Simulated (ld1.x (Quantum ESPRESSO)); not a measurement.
# Plane-wave convergence, TM potential for platinum

ld1.x (Quantum ESPRESSO) 7.5 input, shortened:

```
&input
   title='Pt', zed=78., rel=2, dft='PBE', iswitch=3,
   config='[Xe] 4f14 5d9 6s1 6p0', rel_dist='average'
 /
 &inputp
   pseudotype=2, tm=.true., lloc=1,
   nlcc=.false.
 /
3
6S  1  0   1.00   0.00  1.85  1.85  0.0
5D  3  2   9.00   0.00  1.85  1.85  0.0
6P  2  1   0.00   0.00  2.95  2.95  0.0
 &test
   configts(1)='5d9 6s1 6p0'
 /
```

Open shells are filled in proportion to 2j + 1 (rel_dist='average').

The pseudo-atom Hamiltonian at the reference potential is diagonalised in spherical Bessel functions j_l(qr) that vanish at 20 bohr, with q² up to the cutoff. All-electron valence levels (Ry): 6s -0.4171, 5d3/2 -0.5127, 5d5/2 -0.4151, 6p1/2 -0.0892, 6p3/2 -0.0540.

Q: How do the lowest levels (Ry) of each channel move with the cutoff, and are there ghosts?

A:

```csv
cutoff (Ry),s #1,s #2,d3/2 #1,d3/2 #2,d5/2 #1,d5/2 #2,p1/2 #1,p1/2 #2,p3/2 #1,f #1,f #2,Σ f·Δε (mRy)
8,-0.3860,0.0108,0.0616,0.1354,0.0612,0.1335,-0.0631,0.0566,-0.0631,0.1138,0.2406,4671.0
12,-0.3946,0.0102,0.0445,0.0913,0.0388,0.0869,-0.0632,0.0566,-0.0632,0.1138,0.2406,4479.7
21,-0.4136,0.0090,-0.3615,0.0671,-0.3069,0.0675,-0.0633,0.0565,-0.0633,0.1138,0.2406,1132.6
30,-0.4143,0.0090,-0.4850,0.0667,-0.3976,0.0670,-0.0633,0.0565,-0.0633,0.1138,0.2406,197.4
40,-0.4163,0.0088,-0.5113,0.0666,-0.4144,0.0670,-0.0633,0.0565,-0.0633,0.1138,0.2406,9.7
50,-0.4166,0.0088,-0.5126,0.0666,-0.4150,0.0670,-0.0633,0.0565,-0.0633,0.1138,0.2406,1.4
70,-0.4170,0.0088,-0.5127,0.0666,-0.4151,0.0670,-0.0633,0.0565,-0.0633,0.1138,0.2406,0.5
90,-0.4170,0.0088,-0.5127,0.0666,-0.4151,0.0670,-0.0633,0.0565,-0.0633,0.1138,0.2406,0.1
400,-0.4171,0.0088,-0.5127,0.0666,-0.4151,0.0670,-0.0633,0.0565,-0.0633,0.1138,0.2406,0.0
```

Result: no extra level below or beside the all-electron valence levels (s, d3/2, d5/2, p1/2, p3/2, f tested); 10 mRy is reached at 40 Ry and 1 mRy at 70 Ry.

Its largest configuration-test error is -1176 meV.
